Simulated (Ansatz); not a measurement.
ClI, charge -1, doublet, geometry from GFN2-xTB (a state made from the parent by changing its charge; the spin is typed, not shown lowest) (all electrons, no relativity) (a gas-phase anion, which may not be bound at this level); BLYP-D3BJ/STO-3G (Ansatz, a first-principles code).

Input for Ansatz:
Ansatz 0.2 input:
```yaml
crystal:
  periodic: [false, false, false]
  atoms:
    - {symbol: Cl, position_ang: [-0.00000000, -0.00000000, -2.27968828]}
    - {symbol: I, position_ang: [0.00000000, 0.00000000, 0.73122077]}
basis:
  gaussian:
    orbitals: STO-3G
hamiltonian:
  xc: blyp
  dispersion: d3bj
total_charge: -1
magnetization: {spin_polarized: true, initial_magnetization: 1}
```

The log (banner, timings and long lists left out):

```
Functional definition: BLYP
372 factors; integrals over basis functions are off by at most 1.1e-5 eV
mean field evaluation 1: about -198855.2505 eV, gradient 9.2e-1 eV
mean field evaluation 2: about -198855.2084 eV, gradient 1.5e0 eV
mean field evaluation 4: about -198855.2725 eV, gradient 5.1e-4 eV
mean field evaluation 8: about -198853.6231 eV, gradient 1.1e0 eV
mean field -198855.27476210 eV, -7307.7965585609 hartree, gradient 5.8e-5 eV, S^2 0.750000; 0 other end points of the search recorded, 0 dependent functions left out
reference -198855.27493455 eV, -7307.7965648982 hartree; 36, 35 occupied and 0, 1 virtual orbitals, 372 factors
Total energy: -198855.36165451 eV, -7307.7997517980 hartree
```
